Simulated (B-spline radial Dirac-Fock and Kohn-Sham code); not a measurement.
## Mg⁸⁺: eigenvalues, ΔSCF and the reference

System: magnesium as Mg⁸⁺, [He] 2s2.

The density-functional columns are spherical, spin-unpolarised Dirac-Kohn-Sham results without Breit or QED terms: −ε is minus the orbital energy of the initial state and ΔSCF the difference of two total energies. The reference in the last column comes from relaxed Dirac-Fock hole states (ΔSCF) with Breit and QED corrections and a finite nucleus. All numbers are from an atomic code on a B-spline grid, in eV; a selection of levels is shown. The Kohn-Sham columns are given as differences from the reference.

| level | LDA −ε − DF | LDA ΔSCF − DF | Dirac-Fock |
| --- | --- | --- | --- |
| 1s | -77.7 | +6.0 | 1643.4 |
| 2s | -15.3 | +3.7 | 323.9 |

For the outermost level NIST gives 327.99 ± 0.04 eV (semi-empirical); the differences from it are LDA −ε -19.39, LDA ΔSCF -0.37, Dirac-Fock -4.07 eV.

Values without a named source are computed, but for edge energies of neutral atoms, which are taken from tables.
